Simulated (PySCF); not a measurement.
Computed spin Hamiltonian

Species: C₆H₈NS (doublet state).
Geometry (GFN2-xTB, Å), atoms numbered from 1 in this order:
```
atom  x, y, z in Å
C1    -0.957    1.913    0.036
C2     0.046    1.067   -0.214
C3     0.166   -0.297    0.248
C4     1.461   -0.849    0.501
C5     2.627   -0.185    0.497
C6    -0.971   -1.126    0.420
N7    -2.188   -0.747   -0.037
S8    -0.888   -2.604    1.227
H9    -1.788    1.656    0.672
H10   -0.941    2.921   -0.344
H11    0.893    1.429   -0.784
H12    1.469   -1.906    0.735
H13    3.551   -0.698    0.696
H14    2.701    0.872    0.308
H15   -2.261   -0.009   -0.718
H16   -2.928   -1.428    0.014
```

The hyperfine couplings belong to this conformer and change with its torsions.

As a line formula: `C=C[C](C=C)C(N)=S` [radical].

Theory: UKS B3LYP, pcH-1 on C H N S, non-relativistic, mean-field spin-orbit, GIAO in PySCF 2.14.0. Isolated species at its GFN2-xTB geometry (one conformer only). A GFN2-xTB geometry isn't a minimum of the functional, and hyperfine couplings can be far from their values at a DFT geometry. The frame is twisted about the C2–C3 bond at this geometry (dihedral H11–C2–C3–C4 = 28°); couplings at other torsion angles weren't computed. Stability of the SCF solution: not tested. ⟨S²⟩ is 0.781 where a pure state has 0.75.

* g1, g2, g3: 2.00187, 2.00662, 2.02830
* g_iso: 2.01226
* Form of g: rhombic: the two nearest values differ by 18 % of g3 − g1
* ⟨S²⟩: 0.7813 (exact 0.7500)
* α and β electrons: 34, 33
* Total energy: -686.36048 Eh
* Basis functions: 290

Hyperfine couplings atom by atom, in MHz; T1 to T3 are the principal values of the dipolar part:

| atom | isotope | a_iso | of which spin–orbit | T1 | T2 | T3 | Mulliken spin population |
| --- | --- | --- | --- | --- | --- | --- | --- |
| C1 | 13C | 25.4 | 0.0 | -19.8 | -18.7 | 38.5 | 0.26 |
| C2 | 13C | -28.3 | 0.0 | -16.2 | 6.5 | 9.7 | -0.15 |
| C3 | 13C | 46.9 | -0.3 | -41.2 | -40.9 | 82.1 | 0.51 |
| C4 | 13C | -34.3 | 0.0 | -20.0 | 7.8 | 12.1 | -0.18 |
| C5 | 13C | 30.4 | -0.1 | -28.7 | -27.6 | 56.3 | 0.38 |
| C6 | 13C | -26.9 | 0.2 | -8.9 | 3.2 | 5.8 | -0.10 |
| N7 | 14N | 0.9 | 0.0 | -0.9 | -0.1 | 1.0 | 0.01 |
| S8 | 33S | 8.1 | 1.7 | -27.4 | -26.6 | 54.0 | 0.31 |
| H9 | 1H | -16.1 | 0.0 | -6.9 | -1.6 | 8.5 | -0.01 |
| H10 | 1H | -16.5 | 0.0 | -9.6 | -0.6 | 10.3 | -0.01 |
| H11 | 1H | 24.8 | 0.0 | -3.4 | -1.9 | 5.3 | 0.02 |
| H12 | 1H | 9.3 | 0.0 | -3.9 | -2.2 | 6.0 | 0.01 |
| H13 | 1H | -23.5 | 0.0 | -13.7 | -0.6 | 14.4 | -0.02 |
| H14 | 1H | -22.4 | 0.0 | -11.8 | -1.2 | 13.1 | -0.02 |
| H15 | 1H | -1.7 | 0.0 | -2.3 | 0.1 | 2.2 | 0.00 |
| H16 | 1H | -1.1 | 0.1 | -1.8 | 0.1 | 1.7 | 0.00 |

Largest spin populations (Mulliken): C3 (+0.51), C5 (+0.38), S8 (+0.31) and C1 (+0.26). Four atoms exceed +0.15. The positive populations add up to 1.49 and the negative ones to -0.49, together 2S = 1. The angles at C3 add up to 360.0°, so it is planar.

The SMILES `C=C[C](C=C)C(N)=S` draws the unpaired electron on C3, whose computed spin population is only +0.51.

Axes: g3 points within 1° of the C6–S8 bond.

Under fast tumbling the dipolar parts average out, and these isotropic splittings remain (the largest six): 1 × 1H (H11, I = 1/2, 2 lines) with 0.88 mT, 1 × 1H (H13, I = 1/2, 2 lines) with 0.83 mT, 1 × 1H (H14, I = 1/2, 2 lines) with 0.79 mT, 1 × 1H (H10, I = 1/2, 2 lines) with 0.59 mT, 1 × 1H (H9, I = 1/2, 2 lines) with 0.57 mT and 1 × 1H (H12, I = 1/2, 2 lines) with 0.33 mT.

C2 and C4, with what hangs on them, aren't averaged: C3 is flat or nearly so (angle sum 360°), and its turn about the short C3–C6 bond (1.42 Å) is taken as slow. H15 and H16 aren't averaged: N7 is flat or nearly so (angle sum 355°), and its turn about the short N7–C6 bond (1.35 Å) is taken as slow.

The 33S coupling of S8 (8.1 MHz) shows only in satellite lines or after enrichment, since that isotope makes up about 0.76 % of natural sulfur.

The 13C coupling of C3 (46.9 MHz) shows only in satellite lines or after enrichment, since that isotope makes up about 1.07 % of natural carbon.

β density exceeds α density at some nuclei, such as C4 (-0.0305), C2 (-0.0252) and C6 (-0.0241), spin density in bohr⁻³. In a single determinant that takes different orbitals for the two spins, that is spin polarisation.

On Arm Neoverse V1, one thread, on a shared host, this took 1.9 min wall (with the writing of density and orbital grids) and 0.97 GiB of memory at its peak.
